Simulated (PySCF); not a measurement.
# Electronic structure of Ca (calcium, neutral) at the M06-2X level

Configuration: [Ar] 4s2, closed-shell 1S. Computed with PySCF 2.14 in 6-31G* (5s4p3d, 32 functions), with the non-relativistic Hamiltonian (point nucleus).

```json
{"Total energy": "-677.514 hartree", "One-electron energy": "-926.774 hartree", "Hartree (Coulomb) energy": "285.290 hartree", "Exchange-correlation energy": "-36.031 hartree", "Kinetic energy": "676.71237 hartree", "⟨S²⟩": "0.0000", "⟨L²⟩": "0.000", "Sum of ⟨r⟩": "20.85 bohr", "Sum of ⟨r²⟩": "52.52 bohr²", "Density at the nucleus (Gaussians lack the cusp)": "5000 bohr⁻³", "Langevin diamagnetic susceptibility": "-41.6 ×10⁻⁶ cm³/mol", "Time after the integrals": "0.43 s of wall time on 1 thread of Neoverse-N1 (shared host)"}
```

| shell | electrons | mean orbital energy (eV) | rms radius, mean of both spins (bohr) |
| --- | --- | --- | --- |
| 1s | 2 | -3993.0 | 0.0896 |
| 2s | 2 | -431.97 | 0.396 |
| 2p | 6 | -353.22 | 0.363 |
| 3s | 2 | -53.532 | 1.25 |
| 3p | 6 | -32.501 | 1.38 |
| 4s | 2 | -4.960 | 4.29 |
